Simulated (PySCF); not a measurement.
Atoms are numbered as in `[CH3:1][O:2][C@@H:3]1[CH2:4][C@@H:5]([F:6])[O:7]1` (H(Xn): hydrogen on atom n). Ha(C4) is cis to O2 on the ring; Hb(C4) is trans to O2 on the ring.

PySCF calculation with shieldings: GIAO PBE0/pcSseg-1 and geometry from GFN2-xTB; averaged over atoms made equivalent by symmetry, fast rotation or ring inversion, no solvent model, relativity neglected, a single conformation.

Chemical shifts δ = σref − σ; ¹³C (186.93 ppm) and ¹H (31.72 ppm) vs TMS; ¹⁷O (336.08 ppm) vs H2O; ¹⁹F (170.95 ppm) against CFCl3, all at this level.

```tsv
atoms	nucleus	count	Hirshfeld charge	δ (ppm)
C1	¹³C	1	-0.04	57.1
H(C1)	¹H	3	0.05	?
H(C3)	¹H	1	0.04	5.70
F6	¹⁹F	1	-0.13	-129.2
O2	¹⁷O	1	-0.14	?
Hb(C4)	¹H	1	0.05	2.83
Ha(C4)	¹H	1	0.05	2.67
H(C5)	¹H	1	0.05	?
C5	¹³C	1	0.13	?
O7	¹⁷O	1	-0.17	159.5
C4	¹³C	1	-0.09	41.9
C3	¹³C	1	0.11	105.9
```

Task: Estimate the values marked ?.

Result: 
- C5: 114.6 ppm, sp3 CH bonded to F and O; 2 electronegative neighbours deshield it
- H(C5): 6.27 ppm, hydrogen on an sp3 CH bonded to F and O; its carbon carries F and O, which withdraws density
- H(C1): 3.61 ppm, hydrogen on a methyl carbon bonded to O; its carbon carries O, an electronegative neighbour
- O2: 82.3 ppm, ether oxygen

Shifts are as computed. Against solution values, carbons near 30 ppm lie about +3 ppm off and those near 130 ppm about +5 ppm. Of 1309 compounds with measured shifts, 239 miss one by over three times the rms of a fit or turn the order of signals round; such compounds aren't used in these exercises. Unscaled 19F shifts against computed CFCl3 carry errors that often reach 10 to 50 ppm. Experimental scales use liquid or dissolved standards, which lie at an offset from isolated H2O (liquid H2O: subtract about 36 ppm).
